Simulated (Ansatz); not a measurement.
Z-matrix (Å, degrees):
```
Si
O 1 1.637
H 1 1.486 2 110.2
H 1 1.483 2 108.4 3 119.9
H 1 1.485 2 109.9 3 -120.4
Si 2 1.636 1 149.1 3 32.7
O 6 1.642 2 110.4 1 -154.2
H 6 1.492 2 109.5 1 91.5
H 7 0.959 6 118.3 2 59.0
```

Charge 0, multiplicity 2.

Question: List the B3LYP/def2-TZVPP orbital energies in eV (the Gaussian-basis code of Ansatz). (Estimate.)

Answer: Ansatz gave: α occupied: -1800.04, -1799.63, -520.89, -520.83, -144.38, -144.07, -99.77, -99.70, -99.66, -99.43, -99.37, -99.37, -27.93, -27.32, -16.44, -14.98, -12.98, -11.63, -11.40, -10.91, -10.37, -9.74, -9.10, -8.86, -5.56. α empty: -0.13, 0.20, 1.37, 1.45, 1.52, 1.68, 2.18, 2.70. β occupied: -1799.95, -1799.63, -520.82, -520.76, -144.28, -144.07, -99.64, -99.60, -99.53, -99.43, -99.37, -99.37, -27.76, -27.17, -16.30, -14.90, -12.86, -11.50, -11.13, -10.53, -10.16, -9.58, -8.97, -8.79. β empty: -2.37, -0.03, 0.36, 1.42, 1.49, 1.54, 1.89, 2.61. ⟨S²⟩ = 0.752.

B3LYP here is the variant with VWN-RPA as its local correlation; programs differ in this.
